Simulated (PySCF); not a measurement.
TiIH3, SMILES [TiH3][I], multiplicity 1.

Geometry: PBE0-D3(BJ)/def2-TZVP. The spin state was assumed, not searched. The structure was generated by enumeration; whether it is a known compound was not checked. The def2 effective core potentials stand for the cores of I; spin–orbit coupling is left out.

Method: PySCF with B3LYP/def2-TZVPD.

Gas-phase values at a fixed geometry.

The total energy comes out as -1149.06527 hartree and the point group is C3v. The highest occupied level is -8.16 eV and the lowest empty level is -3.43 eV. The orbital gap is 4.74 eV and the dipole moment is 0.14 D. The quadrupole, principal values (traceless, Buckingham form, about the centre of nuclear charge) comes out as -1.59, -1.59, 3.18 D·Å. The mean static polarisability is 81.6 bohr³ (12.08 Å³). The polarisability, principal values comes out as 70.4, 70.4, 103.9 bohr³.
